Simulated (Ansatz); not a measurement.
System: CH5Al, charge 0, multiplicity 1. SMILES: [CH3][AlH2]
Geometry: optimised at B3LYP-D3(BJ)/def2-TZVP (Ansatz, a quantum-chemistry and plane-wave program).

Computed values are from Ansatz. Valence correlation only, unless marked. Open shells are spin-unrestricted. Spin-orbit coupling is left out. No relativistic terms. CBS marks a two-point X^-3 extrapolation of the correlation energy; Hartree-Fock from the larger set (for Q and 5 zeta extrapolated as (X+1)exp(-9√X)).

* **atomisation energy De**: 518.2 kcal/mol at CCSD(T)/CBS(cc-pV(Q+d)Z,cc-pV(5+d)Z)
* **vertical ionisation energy (to the doublet)**: 10.67 eV at CCSD(T)/CBS(aug-cc-pV(T+d)Z,aug-cc-pV(Q+d)Z)
* **total energy**: -283.0505 Eh at CCSD(T)/CBS(cc-pV(Q+d)Z,cc-pV(5+d)Z)
* **dipole moment**: 0.67 D at CCSD(T)/aug-cc-pV(D+d)Z
* **T1 diagnostic**: 0.009 at CCSD/cc-pV(5+d)Z
